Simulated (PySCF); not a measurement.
## Mayer bond orders and bond lengths

Compound: (ClMg-mu-Cl)2.
Z-matrix (Å and degrees, PBE0-D3(BJ)/def2-SVP geometry), rows numbered from 1:
```
Mg
Cl  1  2.1891
Cl  1  2.3741  2  134.31
Mg  3  2.3719  1   87.62  2   179.72
Cl  4  2.1892  3  133.29  1   179.61
Cl  1  2.3719  2  133.32  3   179.59
```

Bond orders from the PBE0/pcSseg-1 density (PySCF). The structure is a single PBE0-D3(BJ)/def2-SVP conformer in the gas phase; no vibrational or solvent corrections.

(1) Give the Mayer order of every bond, beside its length.

## Answers

(1) 
```csv
bond,length (Å),Mayer order
Mg1–Cl2,2.189,0.710
Mg1–Cl3,2.374,0.377
Mg1–Cl6,2.372,0.375
Cl3–Mg4,2.372,0.375
Mg4–Cl5,2.189,0.710
Mg4–Cl6,2.374,0.377
```

By pair of heavy elements: Cl–Mg: lowest Mg1–Cl6, Cl3–Mg4, Mg1–Cl3 and 1 more (0.375, 2.372 Å), highest Mg1–Cl2 and Mg4–Cl5 (0.710, 2.189 Å). Bonds named together lie within 0.004.

Question: Sum the orders of all bonds at each heavy atom with more than one neighbour.

Answer: Mg1 1.462, Cl3 0.752, Mg4 1.462, Cl6 0.752. Orders between atoms that aren't bonded are not in these sums.

Mayer orders depend on the basis set.

The run behind these numbers computed NMR shieldings as well. On one thread of an Arm Neoverse V1, no GPU (shared host), this took 9.5 s wall.
